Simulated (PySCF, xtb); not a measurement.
Ga(H)(Br)(OMe) (CH4BrGaO), SMILES C[O][GaH][Br].

GFN2-xTB in xtb at its own geometry gives an orbital gap of 4.27 eV and a dipole moment of 4.14 D.

The structure is a stationary point at TPSSh-D3(BJ)/def2-SVP. The structure was generated by enumeration; whether it is a known compound was not checked. The values are those of a single conformer.

Q: What does PySCF with PBE0/def2-TZVP give? (An estimate is asked for; the answer gives what the named calculation found.)

A: gap 6.92 eV (levels -8.14 and -1.21 eV), dipole 0.69 D.
